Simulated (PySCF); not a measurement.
Species: C4H8N2P (charge +1).
Numbering: `[NH2:1][PH2+:2][n:3]1[cH:4][cH:5][cH:6][cH:7]1`

Structure used (GFN2-xTB), in Å, numbered top down from 1:
```xyz
15
C4H8N2P angstrom
N     -2.293   -0.439   -0.912
P     -1.544   -0.162    0.506
N      0.043    0.095    0.197
C      0.825   -0.643   -0.698
C      2.114   -0.269   -0.540
C      2.165    0.713    0.492
C      0.904    0.913    0.937
H     -3.214   -0.862   -0.914
H     -2.163    0.224   -1.670
H     -1.799   -1.291    1.261
H     -1.943    0.938    1.245
H      0.374   -1.349   -1.367
H      2.955   -0.636   -1.093
H      3.050    1.205    0.843
H      0.522    1.572    1.692
```

NICS = −σ at a ghost point: NICS(0) at the centroid of the ring atoms, NICS(1) 1 Å to either side along the normal of their mean plane, zz for the tensor component along that normal. Level: GIAO PBE0/pcSseg-1 (PySCF, non-relativistic, gas phase) on the GFN2-xTB geometry, one conformer.

Ring bond lengths (Å), with Mayer bond orders in brackets: N3–C4 1.399 (0.96), C4–C5 1.352 (1.62), C5–C6 1.426 (1.29), C6–C7 1.351 (1.63), C7–N3 1.399 (0.95).

Problem. What do the NICS probes read (ppm)?

Solution. 
| ring | type | NICS(0) | NICS(1), two faces | NICS(1)zz, two faces | rms pucker (Å) | centre to ring atoms, mean (Å) |
| --- | --- | --- | --- | --- | --- | --- |
| N3–C4–C5–C6–C7 | 5-membered ring with N; formal bonds all aromatic | -11.1 | -9.7 / -9.8 | -24.8 / -25.1 | 0.01 | 1.18 |

Problem. What can be read from them?

Solution. 
- N3–C4–C5–C6–C7: mean NICS(1)zz -25.0 ppm, shielded, aromatic by this magnetic criterion (flat ring, no four-coordinate atom).

Problem. How equal are the bonds by HOMA? HOMA takes Krygowski's 1993 parameters.

Solution. 
- N3–C4–C5–C6–C7: HOMA 0.63; the largest term is that of C7–N3, α(R − Ropt)² = 0.40.
